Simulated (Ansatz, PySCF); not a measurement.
Gas-phase reaction (SMILES): OB(O)P → OB(O)[PH-] + H+; deprotonation at the site shown.

Geometries: B3LYP-D3(BJ)/def2-TZVP minima from Ansatz (a first-principles code), one conformer each, not searched for the lowest. Cores are frozen in the correlated levels unless marked. Spin-orbit coupling is left out. No relativistic terms. CBS marks a two-point X^-3 extrapolation of the correlation energy; Hartree-Fock from the larger set. Anions need diffuse functions, of which def2-TZVPD holds fewer than the aug- sets. Thermal terms are rigid-rotor harmonic-oscillator values from B3LYP-D3(BJ) frequencies (PySCF) at 298.15 K and 1 atm. 1 Eh = 627.5095 kcal/mol. The proton has no electrons: its energy is zero and its thermal terms are those of translation.

```tsv
species	E, CCSD(T)/CBS(aug-cc-pV(T+d)Z,aug-cc-pV(Q+d)Z) (Ansatz) (Eh)	E, wB97X-V/def2-TZVPD (Ansatz) (Eh)	H - E (Eh)	G - E (Eh)
OB(O)P	-518.58094	-519.13985	0.05789	0.02295
OB(O)[PH-]	-518.00879	-518.56268	0.04742	0.01339
H+	0.00000	0.00000	0.00236	-0.01000
```

**Question.** Work out ΔE and ΔH, ΔG, ΔS and the equilibrium constant at 298.15 K at the first level, then ΔH at the second.

**Answer.** 
1. ΔE = [(-518.00879) + (0.00000)] - [(-518.58094)] = 0.57215 Eh = 359.0 kcal/mol at CCSD(T)/CBS(aug-cc-pV(T+d)Z,aug-cc-pV(Q+d)Z).
2. The terms H - E add up to -0.00811 Eh, so ΔH = (0.57215 + (-0.00811))×627.5095 = 353.9 kcal/mol.
3. The terms G - E add up to -0.01956 Eh, so ΔG = 346.8 kcal/mol, and ΔS = (-0.00811 - (-0.01956))×627509.5/298.15 = 24.1 cal/(mol K).
4. log10 K = -ΔG/(RT ln 10) = -254.2, with RT ln 10 = 1.3642 kcal/mol.
5. At wB97X-V/def2-TZVPD the same steps give ΔE = 362.2 and ΔH = 357.1 kcal/mol, a shift of +3.2 from the first level.
6. These values are not checked against measurement here, since the tables used lack a sound gas-phase enthalpy of formation for at least one species, or one in the same ion convention.
